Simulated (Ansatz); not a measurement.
Isolated molecules relaxed with PBE0-D4/def2-TZVP in Ansatz; ΔE leaves out vibrations. CBS: MP2 limit from def2 TZ/QZ plus the TZ coupled-cluster correction, frozen cores. For Se outer-core shells are correlated without core-valence functions, which leaves a few kJ/mol of doubt a bond. Scalar relativity is left out up to krypton. One conformer a species, not always the lowest.

Consider the ligand exchange at the Si–Se bond: `[SiH3]N[SiH2][SeH]` + `O[SiH3]` → `[SiH3]N[SiH2]O[SiH3]` + H₂Se.

```json
{"species": "`[SiH3]N[SiH2][SeH]`", "SCS-MP2/def2-TZVPP energy (Eh)": "-3037.10134"}
{"species": "`O[SiH3]`", "SCS-MP2/def2-TZVPP energy (Eh)": "-366.59311"}
{"species": "`[SiH3]N[SiH2]O[SiH3]`", "SCS-MP2/def2-TZVPP energy (Eh)": "-1002.43807"}
{"species": "H₂Se", "SCS-MP2/def2-TZVPP energy (Eh)": "-2401.28007"}
```

(1) Work out ΔE.

Largest T1 diagnostic among the species: 0.011.

## Answers

(1) ΔE = (-1002.43807) + (-2401.28007) − (-3037.10134) − (-366.59311) = -0.02369 Eh = -62.2 kJ/mol. CCSD(T)/CBS gives -56.8 kJ/mol.

From PBE to PBE0 (25 % exact exchange), in def2-TZVPP and without D4, ΔE moves by −4.6 kJ/mol. In def2-TZVPP, CCSD(T) changes the Hartree–Fock value by +13.5 kJ/mol (the triples alone add +2.6 kJ/mol) and MP2 by +18.2 kJ/mol.
